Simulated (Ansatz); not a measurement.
# Nudged elastic band run: BCl2FH5N

input.yaml

```yaml
crystal:
  periodic: [false, false, false]
  atoms:
    - { symbol: B, position_ang: [-0.672712, 0.167876, -0.693823] }
    - { symbol: H, position_ang: [0.146137, 1.012526, -0.962028] }
    - { symbol: Cl, position_ang: [-0.819474, -1.065068, -2.077828] }
    - { symbol: Cl, position_ang: [-2.260442, 0.952789, -0.12664] }
    - { symbol: H, position_ang: [0.91707, -0.113293, 0.838868] }
    - { symbol: "N", position_ang: [-0.069315, -0.640282, 0.593026] }
    - { symbol: H, position_ang: [1.501375, 1.197681, -0.076052] }
    - { symbol: F, position_ang: [1.913419, 0.75285, 0.737698] }
    - { symbol: H, position_ang: [0.086064, -1.660406, 0.357712] }
    - { symbol: H, position_ang: [-0.742021, -0.604572, 1.409166] }
magnetization:
  spin_polarized: true
basis:
  gaussian: { orbitals: STO-3G }
hamiltonian:
  xc: pbe
  dispersion: d4
neb:
  order_check: false
  images: 9
  f_tol: 0.05
  max_iterations: 60
  optimiser: lbfgs
  climbing: immediate
  final_atoms:
    - { symbol: B, position_ang: [-1.28176816, -0.4895211, -0.46566581] }
    - { symbol: H, position_ang: [1.5378939, 2.10329624, -1.02908265] }
    - { symbol: Cl, position_ang: [-1.01275066, -1.16025453, -2.09962548] }
    - { symbol: Cl, position_ang: [-2.48785334, 0.7930792, -0.1613503] }
    - { symbol: H, position_ang: [0.97155798, 0.07693366, 0.67813459] }
    - { symbol: "N", position_ang: [-0.47417837, -0.95078999, 0.61382942] }
    - { symbol: H, position_ang: [1.64947716, 1.63303348, -0.43966597] }
    - { symbol: F, position_ang: [1.82243136, 0.61918048, 0.77707013] }
    - { symbol: H, position_ang: [0.04931085, -1.85737375, 0.52225867] }
    - { symbol: H, position_ang: [-0.77401972, -0.76748269, 1.6041964] }
  initial_path:
    images:
      - { positions_ang: [[-0.672712, 0.167876, -0.693823], [0.146137, 1.012526, -0.962028], [-0.819474, -1.065068, -2.077828], [-2.260442, 0.952789, -0.12664], [0.91707, -0.113293, 0.838868], [-0.069315, -0.640282, 0.593026], [1.501375, 1.197681, -0.076052], [1.913419, 0.75285, 0.737698], [0.086064, -1.660406, 0.357712], [-0.742021, -0.604572, 1.409166]] }
      - { positions_ang: [[-0.68816055, 0.16182007, -0.69831158], [0.19458345, 1.03481094, -0.9448574], [-0.81163492, -1.03517402, -2.08508177], [-2.24524631, 0.96545331, -0.14745342], [0.94281905, -0.10955087, 0.85384982], [-0.07372397, -0.66438432, 0.61439418], [1.43487407, 1.18631513, -0.11697126], [1.89905913, 0.75678341, 0.72032775], [0.0844849, -1.67389944, 0.37886075], [-0.73695385, -0.62207321, 1.42534192]] }
      - { positions_ang: [[-0.7036091, 0.15576414, -0.70280015], [0.2430299, 1.05709589, -0.92768679], [-0.80379585, -1.00528004, -2.09233555], [-2.23005062, 0.97811761, -0.16826684], [0.96856809, -0.10580873, 0.86883164], [-0.07813294, -0.68848664, 0.63576235], [1.36837314, 1.17494926, -0.15789051], [1.88469926, 0.76071683, 0.7029575], [0.0829058, -1.68739288, 0.4000095], [-0.7318867, -0.63957443, 1.44151785]] }
      - { positions_ang: [[-0.71905765, 0.1497082, -0.70728873], [0.29147634, 1.07938083, -0.91051619], [-0.79595677, -0.97538607, -2.09958932], [-2.21485493, 0.99078192, -0.18908025], [0.99431714, -0.1020666, 0.88381346], [-0.0825419, -0.71258896, 0.65713053], [1.30187222, 1.16358339, -0.19880977], [1.8703394, 0.76465024, 0.68558724], [0.08132671, -1.70088633, 0.42115825], [-0.72681955, -0.65707564, 1.45769377]] }
      - { positions_ang: [[-0.7345062, 0.14365227, -0.7117773], [0.33992279, 1.10166577, -0.89334559], [-0.78811769, -0.94549209, -2.10684309], [-2.19965923, 1.00344622, -0.20989367], [1.02006618, -0.09832446, 0.89879528], [-0.08695087, -0.73669128, 0.6784987], [1.23537129, 1.15221753, -0.23972903], [1.85597953, 0.76858366, 0.66821699], [0.07974761, -1.71437977, 0.442307], [-0.7217524, -0.67457685, 1.47386969]] }
      - { positions_ang: [[-0.74995475, 0.13759634, -0.71626588], [0.38836924, 1.12395071, -0.87617498], [-0.78027861, -0.91559811, -2.11409686], [-2.18446354, 1.01611053, -0.23070709], [1.04581523, -0.09458233, 0.9137771], [-0.09135984, -0.7607936, 0.69986688], [1.16887036, 1.14085166, -0.28064828], [1.84161966, 0.77251707, 0.65084674], [0.07816851, -1.72787321, 0.46345575], [-0.71668525, -0.69207806, 1.49004562]] }
      - { positions_ang: [[-0.85631743, 0.01217285, -0.66614586], [0.61827417, 1.31981982, -0.90675652], [-0.82677302, -0.96452939, -2.11120259], [-2.2451415, 0.97150426, -0.21683573], [1.03096378, -0.06027913, 0.8666486], [-0.16792355, -0.79879288, 0.68265939], [1.26499172, 1.23928802, -0.31245182], [1.837782, 0.74184975, 0.67609142], [0.07239698, -1.75377332, 0.47521634], [-0.72815215, -0.70715899, 1.51287578]] }
      - { positions_ang: [[-0.96268011, -0.11325064, -0.61602585], [0.8481791, 1.51568892, -0.93733805], [-0.87326743, -1.01346068, -2.10830831], [-2.30581946, 0.926898, -0.20296437], [1.01611233, -0.02597593, 0.8195201], [-0.24448725, -0.83679215, 0.66545189], [1.36111308, 1.33772438, -0.34425536], [1.83394434, 0.71118243, 0.7013361], [0.06662544, -1.77967343, 0.48697692], [-0.73961904, -0.72223992, 1.53570593]] }
      - { positions_ang: [[-1.06904279, -0.23867412, -0.56590583], [1.07808403, 1.71155803, -0.96791958], [-0.91976184, -1.06239196, -2.10541404], [-2.36649742, 0.88229173, -0.18909301], [1.00126088, 0.00832726, 0.77239159], [-0.32105096, -0.87479143, 0.6482444], [1.45723444, 1.43616075, -0.3760589], [1.83010668, 0.68051512, 0.72658077], [0.06085391, -1.80557353, 0.4987375], [-0.75108593, -0.73732084, 1.55853609]] }
      - { positions_ang: [[-1.17540547, -0.36409761, -0.51578582], [1.30798897, 1.90742713, -0.99850112], [-0.96625625, -1.11132324, -2.10251976], [-2.42717538, 0.83768547, -0.17522165], [0.98640943, 0.04263046, 0.72526309], [-0.39761466, -0.91279071, 0.63103691], [1.5533558, 1.53459711, -0.40786243], [1.82626902, 0.6498478, 0.75182545], [0.05508238, -1.83147364, 0.51049809], [-0.76255282, -0.75240177, 1.58136625]] }
      - { positions_ang: [[-1.28176816, -0.4895211, -0.46566581], [1.5378939, 2.10329624, -1.02908265], [-1.01275066, -1.16025453, -2.09962548], [-2.48785334, 0.7930792, -0.1613503], [0.97155798, 0.07693366, 0.67813459], [-0.47417837, -0.95078999, 0.61382942], [1.64947716, 1.63303348, -0.43966597], [1.82243136, 0.61918048, 0.77707013], [0.04931085, -1.85737375, 0.52225867], [-0.77401972, -0.76748269, 1.6041964]] }
```

Run as:

```bash
$ ansatz run input.yaml --threads 1 --pin off --max-ram 2048MiB --backend cpu --events-out ev --progress --plain --runs-dir out
```

Output, in part (warnings, iteration lines, the closing report on the highest movable image, with atoms numbered from 0):

```
NEB end point (image 0): max|allowed force component| = 2.045e-2 eV/Å (the criterion of neb.relax_end_points is 1.000e-2)
NEB end point (image 10): max|allowed force component| = 1.305e-2 eV/Å (the criterion of neb.relax_end_points is 1.000e-2)
NEB iter   1: max|band force component| = 4.718e0 eV/Å  barrier→ = 2.5187 eV  barrier← = 1.1149 eV  CI = image 7  Δτ_max = 0.0888 Å  (277 SCF iters)
NEB iter   2: max|band force component| = 1.612e0 eV/Å  barrier→ = 1.9567 eV  barrier← = 0.5529 eV  CI = image 7  Δτ_max = 0.0350 Å  (239 SCF iters)
NEB iter   3: max|band force component| = 1.077e0 eV/Å  barrier→ = 1.8298 eV  barrier← = 0.4260 eV  CI = image 7  Δτ_max = 0.0616 Å  (242 SCF iters)
NEB iter   4: max|band force component| = 1.135e0 eV/Å  barrier→ = 1.6869 eV  barrier← = 0.2831 eV  CI = image 7  Δτ_max = 0.0206 Å  (231 SCF iters)
NEB iter   5: max|band force component| = 7.901e-1 eV/Å  barrier→ = 1.6628 eV  barrier← = 0.2590 eV  CI = image 7  Δτ_max = 0.0175 Å  (239 SCF iters)
NEB iter   6: max|band force component| = 4.663e-1 eV/Å  barrier→ = 1.6415 eV  barrier← = 0.2377 eV  CI = image 7  Δτ_max = 0.0363 Å  (230 SCF iters)
NEB iter   7: max|band force component| = 7.009e-1 eV/Å  barrier→ = 1.6069 eV  barrier← = 0.2031 eV  CI = image 7  Δτ_max = 0.0126 Å  (229 SCF iters)
NEB iter   8: max|band force component| = 4.290e-1 eV/Å  barrier→ = 1.6034 eV  barrier← = 0.1996 eV  CI = image 7  Δτ_max = 0.0149 Å  (209 SCF iters)
NEB iter   9: max|band force component| = 3.768e-1 eV/Å  barrier→ = 1.6003 eV  barrier← = 0.1965 eV  CI = image 7  Δτ_max = 0.0354 Å  (214 SCF iters)
NEB iter  10: max|band force component| = 5.766e-1 eV/Å  barrier→ = 1.5948 eV  barrier← = 0.1909 eV  CI = image 7  Δτ_max = 0.0104 Å  (225 SCF iters)
NEB iter  11: max|band force component| = 3.847e-1 eV/Å  barrier→ = 1.5936 eV  barrier← = 0.1898 eV  CI = image 7  Δτ_max = 0.0094 Å  (196 SCF iters)
NEB iter  12: max|band force component| = 2.915e-1 eV/Å  barrier→ = 1.5930 eV  barrier← = 0.1892 eV  CI = image 7  Δτ_max = 0.0255 Å  (203 SCF iters)
NEB iter  13: max|band force component| = 3.358e-1 eV/Å  barrier→ = 1.5917 eV  barrier← = 0.1879 eV  CI = image 7  Δτ_max = 0.0060 Å  (213 SCF iters)
NEB iter  14: max|band force component| = 2.007e-1 eV/Å  barrier→ = 1.5912 eV  barrier← = 0.1874 eV  CI = image 7  Δτ_max = 0.0077 Å  (191 SCF iters)
NEB iter  15: max|band force component| = 2.129e-1 eV/Å  barrier→ = 1.5910 eV  barrier← = 0.1871 eV  CI = image 7  Δτ_max = 0.0035 Å  (192 SCF iters)
NEB iter  16: max|band force component| = 1.818e-1 eV/Å  barrier→ = 1.5907 eV  barrier← = 0.1869 eV  CI = image 7  Δτ_max = 0.0157 Å  (190 SCF iters)
NEB iter  17: max|band force component| = 2.371e-1 eV/Å  barrier→ = 1.5907 eV  barrier← = 0.1869 eV  CI = image 7  Δτ_max = 0.0044 Å  (203 SCF iters)
NEB iter  18: max|band force component| = 1.517e-1 eV/Å  barrier→ = 1.5904 eV  barrier← = 0.1866 eV  CI = image 7  Δτ_max = 0.0066 Å  (187 SCF iters)
NEB iter  19: max|band force component| = 1.769e-1 eV/Å  barrier→ = 1.5905 eV  barrier← = 0.1867 eV  CI = image 7  Δτ_max = 0.0028 Å  (189 SCF iters)
NEB iter  20: max|band force component| = 1.404e-1 eV/Å  barrier→ = 1.5904 eV  barrier← = 0.1866 eV  CI = image 7  Δτ_max = 0.0133 Å  (182 SCF iters)
NEB iter  21: max|band force component| = 1.864e-1 eV/Å  barrier→ = 1.5909 eV  barrier← = 0.1871 eV  CI = image 7  Δτ_max = 0.0034 Å  (200 SCF iters)
NEB iter  22: max|band force component| = 1.162e-1 eV/Å  barrier→ = 1.5908 eV  barrier← = 0.1869 eV  CI = image 7  Δτ_max = 0.0053 Å  (178 SCF iters)
NEB iter  23: max|band force component| = 1.308e-1 eV/Å  barrier→ = 1.5910 eV  barrier← = 0.1872 eV  CI = image 7  Δτ_max = 0.0021 Å  (192 SCF iters)
NEB iter  24: max|band force component| = 1.053e-1 eV/Å  barrier→ = 1.5910 eV  barrier← = 0.1872 eV  CI = image 7  Δτ_max = 0.0050 Å  (180 SCF iters)
NEB iter  25: max|band force component| = 1.403e-1 eV/Å  barrier→ = 1.5913 eV  barrier← = 0.1875 eV  CI = image 7  Δτ_max = 0.0022 Å  (189 SCF iters)
NEB iter  26: max|band force component| = 9.395e-2 eV/Å  barrier→ = 1.5913 eV  barrier← = 0.1875 eV  CI = image 7  Δτ_max = 0.0047 Å  (175 SCF iters)
NEB iter  27: max|band force component| = 1.377e-1 eV/Å  barrier→ = 1.5916 eV  barrier← = 0.1878 eV  CI = image 7  Δτ_max = 0.0023 Å  (191 SCF iters)
NEB iter  28: max|band force component| = 8.458e-2 eV/Å  barrier→ = 1.5916 eV  barrier← = 0.1878 eV  CI = image 7  Δτ_max = 0.0049 Å  (179 SCF iters)
NEB iter  29: max|band force component| = 1.269e-1 eV/Å  barrier→ = 1.5919 eV  barrier← = 0.1880 eV  CI = image 7  Δτ_max = 0.0021 Å  (191 SCF iters)
NEB iter  30: max|band force component| = 7.408e-2 eV/Å  barrier→ = 1.5919 eV  barrier← = 0.1881 eV  CI = image 7  Δτ_max = 0.0043 Å  (173 SCF iters)
NEB iter  31: max|band force component| = 1.145e-1 eV/Å  barrier→ = 1.5921 eV  barrier← = 0.1883 eV  CI = image 7  Δτ_max = 0.0020 Å  (191 SCF iters)
NEB iter  32: max|band force component| = 6.552e-2 eV/Å  barrier→ = 1.5921 eV  barrier← = 0.1883 eV  CI = image 7  Δτ_max = 0.0036 Å  (174 SCF iters)
NEB iter  33: max|band force component| = 1.144e-1 eV/Å  barrier→ = 1.5923 eV  barrier← = 0.1885 eV  CI = image 7  Δτ_max = 0.0019 Å  (189 SCF iters)
NEB iter  34: max|band force component| = 5.754e-2 eV/Å  barrier→ = 1.5923 eV  barrier← = 0.1885 eV  CI = image 7  Δτ_max = 0.0027 Å  (168 SCF iters)
NEB iter  35: max|band force component| = 9.728e-2 eV/Å  barrier→ = 1.5925 eV  barrier← = 0.1886 eV  CI = image 7  Δτ_max = 0.0016 Å  (184 SCF iters)
NEB iter  36: max|band force component| = 5.183e-2 eV/Å  barrier→ = 1.5925 eV  barrier← = 0.1887 eV  CI = image 7  Δτ_max = 0.0026 Å  (170 SCF iters)
NEB iter  37: max|band force component| = 9.605e-2 eV/Å  barrier→ = 1.5926 eV  barrier← = 0.1888 eV  CI = image 7  Δτ_max = 0.0016 Å  (188 SCF iters)
NEB iter  38: max|band force component| = 4.597e-2 eV/Å  barrier→ = 1.5926 eV  barrier← = 0.1888 eV  CI = image 7  Δτ_max = 0.0000 Å  (387 SCF iters)
Total energy: -29654.04446253 eV, -1089.7660337646 hartree
Atom 0 at    -0.931559    -0.162557    -0.543557 Å, force    -0.015229    -0.026102     0.015246 eV/Å
Atom 1 at     0.598330     1.328634    -0.926468 Å, force     0.018772     0.033582    -0.015579 eV/Å
Atom 2 at    -0.752756    -0.928950    -2.157782 Å, force     0.013882     0.008138    -0.002517 eV/Å
Atom 3 at    -2.212119     1.053287    -0.216850 Å, force     0.008400     0.009569    -0.001291 eV/Å
Atom 4 at     1.127922     0.018152     0.858801 Å, force     0.008906     0.002325     0.000947 eV/Å
Atom 5 at    -0.245127    -0.770025     0.595706 Å, force    -0.023552    -0.021238     0.004319 eV/Å
Atom 6 at     1.154755     1.213357    -0.367238 Å, force    -0.004362     0.016598    -0.018793 eV/Å
Atom 7 at     1.907733     0.689038     0.776222 Å, force     0.000721    -0.001444    -0.002344 eV/Å
Atom 8 at     0.085329    -1.759956     0.456511 Å, force    -0.005582    -0.011016     0.010930 eV/Å
Atom 9 at    -0.732408    -0.680880     1.524753 Å, force    -0.001956    -0.010412     0.009082 eV/Å
Dipole moment:     0.034719    -0.608847     0.643988 e Å
```

It converged. Another band between the same ends (9 images) ends at a top of the same energy, where a vibrational analysis finds 1 clearly imaginary mode. The orbitals stay closed-shell, which can raise the energy where a bond breaks towards radicals; this wasn't checked here. Limits of this set-up: minimal basis.

Final band (atoms are numbered from 1 in the order of the input):

```
image  path coordinate (Å)  energy (eV)  B1–H2 (Å)  H5–N6 (Å)  H2–H7 (Å)
    0                 0.00         0.00       1.21       1.15       1.63
    1                 0.15         0.01       1.22       1.15       1.48
    2                 0.31         0.04       1.23       1.17       1.33
    3                 0.47         0.25       1.35       1.24       1.16
    4                 0.65         0.78       1.54       1.32       1.03
    5                 0.83         1.28       1.75       1.42       0.93
    6                 1.01         1.54       1.96       1.51       0.85
    7                 1.19         1.59       2.17       1.60       0.80
    8                 1.75         1.47       2.82       1.73       0.77
    9                 2.30         1.42       3.36       1.75       0.76
   10                 2.84         1.40       3.87       1.77       0.76
```

Time of the run: 14 min on 1 thread of Intel(R) Xeon(R) Processor @ 2.70GHz, with other jobs on the host, peak memory 0.13 GiB.
